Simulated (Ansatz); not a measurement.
Two isomers of C2H6BrFSi: A = `FC([SiH3])CBr`, B = `FCC([SiH3])Br`.

Computed with Ansatz on PBE0-D4/def2-TZVP structures; ΔE is electronic, products minus reactants. CBS: MP2 limit from def2 TZ/QZ plus the TZ coupled-cluster correction, frozen cores. Functionals use def2-TZVPP. B3LYP here is the variant with VWN-RPA as its local correlation; programs differ in this. For Br outer-core shells are correlated without core-valence functions, which leaves a few kJ/mol of doubt a bond. Scalar relativity is left out up to krypton. Each species was taken in one conformer, which may not be the lowest.

Q: Which isomer does CCSD(T)/CBS put lower? Give the gap. (Estimate.)

A: The calculation gave: B, by 18.0 kJ/mol.

Q: Give E(B) − E(A) in kJ/mol with CCSD/def2-TZVPP, HF/def2-TZVPP, CCSD(T)/def2-TZVPP, B3LYP-D4, PBE-D4, ωB97M-V, PBE0-D4. (Estimate.)

A: Computed: CCSD/def2-TZVPP -17.4, HF/def2-TZVPP -15.4, CCSD(T)/def2-TZVPP -17.8, B3LYP-D4 -11.9, PBE-D4 -10.7, ωB97M-V -14.6, PBE0-D4 -13.4. None reverses the order clearly.

Largest T1 diagnostic: 0.010.
